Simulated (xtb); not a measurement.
CH$_{3}$S, charge -1, singlet, geometry from GFN2-xTB; xtb with GFN2-xTB.

Input for xtb:
```
$ xtb mol.xyz --gfn 2 --chrg -1 --ohess --json

# file mol.xyz
5

C     -0.18310410     1.16138186     0.01505557
S     -0.04796709    -0.56372168    -0.01148952
H      1.29602576    -1.14309776     0.01927862
H      0.25755768     1.58118756     0.93632275
H      0.31251462     1.61316597    -0.86210237
```

It wrote (shortened):

```
   ID    Z sym.   atoms
    1    6 C      1
    2   16 S      2
    3    1 H      3-5

           -------------------------------------------------
          |                Calculation Setup                |
           -------------------------------------------------

           -------------------------------------------------
          |                 G F N 2 - x T B                 |
           -------------------------------------------------

          ...................................................
          :                      SETUP                      :
          :.................................................:
          :  # basis functions                  17          :
          :  # atomic orbitals                  16          :
          :  # shells                            8          :
          :  # electrons                        14          :
          :  max. iterations                   250          :
          :  Hamiltonian                  GFN2-xTB          :
          :  restarted?                      false          :
          :  GBSA solvation                  false          :
          :  PC potential                    false          :
          :  electronic temp.          300.0000000     K    :
          :  accuracy                    1.0000000          :
          :  -> integral cutoff          0.2500000E+02      :
          :  -> integral neglect         0.1000000E-07      :
          :  -> SCF convergence          0.1000000E-05 Eh   :
          :  -> wf. convergence          0.1000000E-03 e    :
          :  Broyden damping             0.4000000          :
          :  net charge                         -1          :
          :  unpaired electrons                  0          :
          ...................................................

 iter      E             dE          RMSdq      gap      omega  full diag
   1     -7.0360320 -0.703603E+01  0.567E+00    3.23       0.0  T
   2     -7.0651141 -0.290821E-01  0.323E+00    4.40       1.0  T
   3     -7.0718670 -0.675282E-02  0.177E+00    3.77       1.0  T
   4     -7.0726613 -0.794378E-03  0.418E-01    3.81       1.0  T
   5     -7.0727050 -0.436251E-04  0.129E-01    3.86       1.0  T
   6     -7.0727159 -0.109306E-04  0.441E-02    3.84       1.0  T
   7     -7.0727159 -0.462081E-07  0.117E-02    3.84       3.8  T
   8     -7.0727162 -0.237982E-06  0.474E-03    3.84       9.4  T
   9     -7.0727162  0.498841E-08  0.218E-03    3.84      20.5  T
  10     -7.0727162 -0.960686E-08  0.346E-04    3.84     129.4  T
  11     -7.0727162 -0.181709E-09  0.112E-04    3.84     400.9  T

   *** convergence criteria satisfied after 11 iterations ***

         :::::::::::::::::::::::::::::::::::::::::::::::::::::
         ::                     SUMMARY                     ::
         :::::::::::::::::::::::::::::::::::::::::::::::::::::
         :: total energy              -7.026047392310 Eh    ::
         :: gradient norm              0.000051776790 Eh/a0 ::
         :: HOMO-LUMO gap              3.841261363229 eV    ::
         ::.................................................::
         :: SCC energy                -7.072716140565 Eh    ::
         :: -> isotropic ES            0.129001872327 Eh    ::
         :: -> anisotropic ES         -0.002473468794 Eh    ::
         :: -> anisotropic XC          0.002782514077 Eh    ::
         :: -> dispersion             -0.002360074527 Eh    ::
         :: repulsion energy           0.046668748255 Eh    ::
         :: add. restraining           0.000000000000 Eh    ::
         :: total charge              -1.000000000000 e     ::
         :::::::::::::::::::::::::::::::::::::::::::::::::::::

      -----------------------------------------------------------
     |                   =====================                   |
     |                        A N C O P T                        |
     |                   =====================                   |
     |               Approximate Normal Coordinate               |
     |                Rational Function Optimizer                |
      -----------------------------------------------------------
      -----------------------------------------------------------
     |                   =====================                   |
     |                        A N C O P T                        |
     |                   =====================                   |
     |               Approximate Normal Coordinate               |
     |                Rational Function Optimizer                |
      -----------------------------------------------------------

          ...................................................
          :                      SETUP                      :
          :.................................................:
          :   optimization level            normal          :
          :   max. optcycles                   200          :
          :   ANC micro-cycles                  20          :
          :   degrees of freedom                 9          :
          :.................................................:
          :   RF solver                   davidson          :
          :   write xtbopt.log                true          :
          :   linear?                        false          :
          :   energy convergence         0.5000000E-05 Eh   :
          :   grad. convergence          0.1000000E-02 Eh/α :
          :   maxmium RF displ.          1.0000000          :
          :   Hlow (freq-cutoff)         0.1000000E-01      :
          :   Hmax (freq-cutoff)         5.0000000          :
          :   S6 in model hess.         20.0000000          :
          ...................................................

generating ANC from exact Hessian ...
Using Lindh-Hessian (1995)
 Shifting diagonal of input Hessian by    3.0645522911829986E-003
 Lowest  eigenvalues of input Hessian
    0.000000    0.000000    0.000000    0.000000    0.000000    0.000000
[...]
 * total energy  :    -7.0260474 Eh     change       -0.3788347E-10 Eh
   *** GEOMETRY OPTIMIZATION CONVERGED AFTER 1 ITERATIONS ***
         :: total energy              -7.026047392348 Eh    ::
[...]
     5   1 H        0.923    -0.122     6.407     3.959

 Mol. C6AA /au·bohr⁶  :        651.155450
 Mol. C8AA /au·bohr⁸  :      21038.086613
Molecule has the following symmetry elements: (sigma)
It seems to be the Cs point group
 Mol. α(0) /au        :         41.895233

Wiberg/Mayer (AO) data.
largest (>0.10) Wiberg bond orders for each atom

 ---------------------------------------------------------------------------
     #   Z sym  total        # sym  WBO       # sym  WBO       # sym  WBO
 ---------------------------------------------------------------------------
     1   6 C    3.345 --     2 S    1.289     4 H    0.970     5 H    0.970
                             3 H    0.117
     2  16 S    2.192 --     1 C    1.289     3 H    0.877
     3   1 H    0.999 --     2 S    0.877     1 C    0.117
     4   1 H    0.985 --     1 C    0.970
     5   1 H    0.985 --     1 C    0.970
 ---------------------------------------------------------------------------

Topologies differ in total number of bonds
Writing topology from bond orders to xtbtopo.mol

molecular dipole:
                 x           y           z       tot (Debye)
 q only:       -0.092      -0.365      -0.009
   full:        0.535      -0.093       0.015       1.381
molecular quadrupole (traceless):
                xx          xy          yy          xz          yz          zz
 q only:        1.954      -0.317      -3.218       0.015      -0.089       1.264
  q+dip:        2.044       0.984      -4.244       0.013      -0.085       2.200
   full:        2.108       0.878      -3.819       0.028      -0.071       1.711

           -------------------------------------------------
          |               Frequency Printout                |
           -------------------------------------------------
 projected vibrational frequencies (cm⁻¹)
eigval :       -0.00    -0.00    -0.00     0.00     0.00     0.00
eigval :      419.56   589.73   745.64   980.72  1050.07  1344.86
eigval :     1476.48  2753.55  2779.15
 reduced masses (amu)
   1:  7.57   2:  9.34   3: 23.89   4: 29.52   5: 24.41   6: 10.48   7:  9.50   8:  2.70
   9:  4.90  10:  8.95  11:  2.30  12:  2.23  13:  2.03  14:  2.07  15:  1.40
 IR intensities (km·mol⁻¹)
   1:  0.57   2:  8.80   3: 22.41   4: 13.28   5: 30.93   6:  3.00   7:730.86   8:  1.84
   9: 38.91  10: 32.76  11:  5.55  12:******  13: 89.90  14:368.74  15:286.51
 Raman intensities (Ä⁴*amu⁻¹)
   1:  0.00   2:  0.00   3:  0.00   4:  0.00   5:  0.00   6:  0.00   7:  0.00   8:  0.00
   9:  0.00  10:  0.00  11:  0.00  12:  0.00  13:  0.00  14:  0.00  15:  0.00
 output can be read by thermo (or use thermo option).
 writing <g98.out> molden fake output.
 recommended (thermochemical) frequency scaling factor: 1.0
           -------------------------------------------------
          |             Thermodynamic Functions             |
           -------------------------------------------------

cs  symmetry found (for desy threshold:  0.10E+00) used in thermo

          ...................................................
          :                      SETUP                      :
          :.................................................:
          :  # frequencies                           9      :
          :  # imaginary freq.                       0      :
          :  linear?                             false      :
          :  only rotor calc.                    false      :
          :  symmetry                               cs      :
          :  rotational number                       1      :
          :  scaling factor                  1.0000000      :
          :  rotor cutoff                   50.0000000 cm⁻¹ :
          :  imag. cutoff                  -20.0000000 cm⁻¹ :
          :.................................................:

    mode    ω/cm⁻¹     T·S(HO)/kcal·mol⁻¹    T·S(FR)/kcal·mol⁻¹   T·S(vib)
   ------------------------------------------------------------------------
   ------------------------------------------------------------------------

   temp. (K)  partition function   enthalpy   heat capacity  entropy
                                   cal/mol     cal/K/mol   cal/K/mol   J/K/mol
 298.15  VIB   1.28                  399.678      4.160      1.831
         ROT  0.512E+04              888.752      2.981     19.956
         INT  0.656E+04             1288.430      7.141     21.787
         TR   0.313E+27             1481.254      4.968     37.457
         TOT                        2769.6844    12.1092    59.2433   247.8739

       T/K    H(0)-H(T)+PV         H(T)/Eh          T*S/Eh         G(T)/Eh
   ------------------------------------------------------------------------
    298.15    0.441377E-02    0.320702E-01    0.281484E-01    0.392181E-02
   ------------------------------------------------------------------------

         :::::::::::::::::::::::::::::::::::::::::::::::::::::
         ::                  THERMODYNAMIC                  ::
         :::::::::::::::::::::::::::::::::::::::::::::::::::::
         :: total free energy          -7.022125582409 Eh   ::
         ::.................................................::
         :: total energy               -7.026047392348 Eh   ::
         :: zero point energy           0.027656433722 Eh   ::
         :: G(RRHO) w/o ZPVE           -0.023734623783 Eh   ::
         :: G(RRHO) contrib.            0.003921809939 Eh   ::
         :::::::::::::::::::::::::::::::::::::::::::::::::::::

optimized geometry written to: xtbopt.xyz

           -------------------------------------------------
          | TOTAL ENERGY               -7.026047392348 Eh   |
          | TOTAL ENTHALPY             -6.993977185592 Eh   |
          | TOTAL FREE ENERGY          -7.022125582409 Eh   |
          | GRADIENT NORM               0.000052536575 Eh/α |
          | HOMO-LUMO GAP               3.841230913894 eV   |
           -------------------------------------------------

normal termination of xtb
```
